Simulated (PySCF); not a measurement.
Vibration and rotation of TcP

ROHF-CCSD(T) constants of TcP, quintet, unpaired electrons σ ↑, π ↑, δ ↑↑ (PySCF, spin-free X2C with a Gaussian nucleus, basis sets Tc x2c-TZVPPall, P x2c-TZVPPall; masses 98.9072 and 30.9738 u):

```
ωe                     : 468.3 cm⁻¹
ωexe                   : 1.29 cm⁻¹
Be                     : 0.15928 cm⁻¹
αe                     : 0.000755 cm⁻¹
D (centrifugal)        : 7.37e-08 cm⁻¹
De to Tc (4d5 5s2) + P : 2.63 eV
```

(1) Give the vibrational terms G(v) and spacings up to v = 6.

Correlated steps freeze 19 core orbitals. These are scalar-relativistic numbers at best; spin–orbit coupling would shift them, the dissociation energy most. The CCSD T1 diagnostic is raised, a sign that a single reference may not be enough here. The state is the lowest single determinant that the PBE0 search found; with open d or f shells the true ground state can be another one.

Results:

(1) G(v) = ωe(v+½) − ωexe(v+½)².

| v | G(v) (cm⁻¹) | G(v) − G(v−1) | Bv (cm⁻¹) |
| --- | --- | --- | --- |
| 0 | 234 |  | 0.1589 |
| 1 | 700 | 466 | 0.1581 |
| 2 | 1163 | 463 | 0.1574 |
| 3 | 1623 | 461 | 0.1566 |
| 4 | 2081 | 458 | 0.1559 |
| 5 | 2537 | 455 | 0.1551 |
| 6 | 2989 | 453 | 0.1544 |
